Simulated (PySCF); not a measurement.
# Electronic structure of Se⁺ (selenium, charge +1) at the TPSS level

Configuration: [Ar] 3d10 4s2 4p3, high-spin 4S determinant. Computed with PySCF 2.14 in Sapporo-DKH3-DZP-2012 (6s5p3d1f, 43 functions), with scalar relativity by spin-free X2C-1e.

```
Total energy                        : -2429.341 hartree
One-electron energy                 : -3365.582 hartree
Hartree (Coulomb) energy            : 1024.488 hartree
Exchange-correlation energy         : -88.247 hartree
⟨S²⟩                                : 3.7504
⟨L²⟩                                : 0.000
Sum of ⟨r⟩                          : 22.28 bohr
Sum of ⟨r²⟩                         : 30.64 bohr²
Langevin diamagnetic susceptibility : -24.3 ×10⁻⁶ cm³/mol
Time after the integrals            : 0.91 s of wall time on 1 thread of AMD EPYC 7R43 64-Core Processor (shared host)
```

```
shell  electrons  mean orbital energy (hartree)  rms radius, mean of both spins (bohr)
 1s α          1                     -460.14665                                 0.0508
 1s β          1                     -460.14036                                 0.0508
 2s α          1                      -59.54319                                  0.212
 2s β          1                      -59.54122                                  0.212
 2p α          3                      -52.37879                                  0.189
 2p β          3                      -52.37367                                  0.189
 3s α          1                       -8.27872                                  0.615
 3s β          1                       -8.27022                                  0.615
 3p α          3                       -6.02941                                  0.638
 3p β          3                       -6.01987                                  0.638
 3d α          5                       -2.33043                                  0.704
 3d β          5                       -2.31675                                  0.704
 4s α          1                       -1.03704                                   1.88
 4s β          1                       -0.91587                                   1.88
 4p α          3                       -0.61021                                   2.25
```

Densities and radii are taken from the X2C orbitals without a picture-change correction, which distorts them close to the nucleus.
